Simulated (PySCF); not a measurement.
- GFN2-xTB structure
- σ from GIAO-PBE0/pcSseg-1
- code: PySCF 2.14.0 with density-fitted response routines
- in vacuum, equivalent nuclei averaged, a single conformation, no relativistic terms

Referencing at the same level of theory: TMS for $^{1}$H (σ = 31.72 ppm), $^{13}$C (σ = 186.93 ppm). Shifts are as computed. Against solution values, carbons near 30 ppm lie about +3 ppm off and those near 130 ppm about +5 ppm. Of 1211 compounds with measured shifts, 218 miss one by over three times the rms of a fit or turn the order of signals round; such compounds aren't used in these exercises. OH and NH positions are gas-phase values without hydrogen bonding to other molecules.

(1) Order these molecules by the shift of their most shielded carbon-bound hydrogen, lowest δ first.
A. C[C@H]1CCCNN1
B. C[Si](C)(C)c1cncpc1
C. O=CC1=CC/1=C\F
D. C/C=C\C(F)(F)F

(2) Order these molecules by the shift of their most deshielded carbon-bound hydrogen, lowest δ first.
A. O=CC1=CC/1=C\F
B. C[C@H]1CCCNN1
C. C/C=C\C(F)(F)F

(3) How many $^{13}$C and $^{1}$H signals does each give (equivalence by symmetry and fast rotation, but not about amide C–N or C=N bonds)? `C[Si](C)(C)c1cncpc1`, `O=CC1=CC/1=C\F`, `C[C@H]1CCCNN1`, `C/C=C\C(F)(F)F`

Results:

(1) B (0.32 ppm, hydrogen on a methyl carbon bonded to Si), A (1.00 ppm, hydrogen on a methyl carbon), D (2.14 ppm, hydrogen on an allylic methyl carbon), C (7.15 ppm, hydrogen on an alkene CH).

(2) B (2.92 ppm, hydrogen on an sp3 CH2 bonded to N), C (6.46 ppm, hydrogen on an alkene CH), A (10.55 ppm, hydrogen on an aldehyde carbonyl carbon).

(3) C[Si](C)(C)c1cncpc1: 5 C, 4 H; O=CC1=CC/1=C\F: 5 C, 3 H; C[C@H]1CCCNN1: 5 C, 10 H; C/C=C\C(F)(F)F: 4 C, 3 H.
